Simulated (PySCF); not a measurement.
Species: C6H10N2.
Numbering: `[H]/[N:8]=[CH:7]\[CH2:6][CH2:5][C@@H:2]([CH3:1])[C:3]#[N:4]` (hydrogens: H9, H10, H11 on C1; H12 on C2; H13, H14 on C5; H15, H16 on C6; H17 on C7; H18 on N8)

Structure used (PBE0-D3(BJ)/def2-SVP), in Å, numbered top down from 1:
```xyz
18
C6H10N2 angstrom
C      2.4784   -0.0971    0.4477
C      1.0143    0.2967    0.2574
C      0.8787    1.7346    0.0137
N      0.7438    2.8658   -0.1923
C      0.3365   -0.5045   -0.8649
C     -1.1177   -0.1091   -1.1246
C     -1.9769   -0.2925    0.0938
N     -2.4968    0.6055    0.8206
H      3.0586    0.0959   -0.4668
H      2.9402    0.4644    1.2717
H      2.5477   -1.1700    0.6795
H      0.4672    0.1064    1.1983
H      0.3970   -1.5713   -0.5910
H      0.9191   -0.3860   -1.7929
H     -1.1687    0.9406   -1.4588
H     -1.5121   -0.7339   -1.9435
H     -2.1388   -1.3434    0.4016
H     -2.2732    1.5369    0.4467
```

Method: PySCF, TDDFT B3LYP/def2-SVPD, vertical, gas phase, core orbitals frozen in the response.

Ground-to-excited transition dipoles (e·a0, same axes as the geometry; the sign carries no meaning), for the states with f of 0.002 or more among the lowest 6:

| state | E (eV) | μx | μy | μz |
| --- | --- | --- | --- | --- |
| S2 | 6.702 | -0.019 | 0.074 | 0.101 |
| S3 | 6.980 | 0.043 | -0.114 | -0.039 |
| S4 | 7.313 | -0.061 | 0.067 | -0.169 |
| S5 | 7.490 | -0.315 | -0.008 | 0.146 |
| S6 | 7.548 | 0.120 | 0.242 | -0.139 |

(1) Work out the oscillator strengths.

(2) Which bond between heavy atoms lies closest to the direction of the S5 transition dipole?

(3) What angle do the transition dipoles of S5 and S6 make?

(4) What peak molar absorption coefficient would the strongest computed level give as a lone Gaussian band 0.4 eV wide at half height?

Results:

(1) f = (2/3) ΔE |μ|² with ΔE in hartree (27.2114 eV).

```csv
state,|μ|² (au),|μ| (D),f
S2,0.016,0.32,0.003
S3,0.016,0.32,0.003
S4,0.037,0.49,0.007
S5,0.120,0.88,0.022
S6,0.092,0.77,0.017
```

(2) C6–C7, at 30° from it; next C1–C2 at 36°.

(3) |cos θ| = |μa·μb| / (|μa| |μb|) = 0.57, so θ ≈ 55° (taken between 0 and 90°, since the signs are arbitrary).

(4) ε(max) = 2.175×10⁸ f / FWHM, with the width in cm⁻¹. S5: 2.175×10⁸ × 0.0221 / 3226 ≈ 1500 L mol⁻¹ cm⁻¹.

One conformer stands for the species.
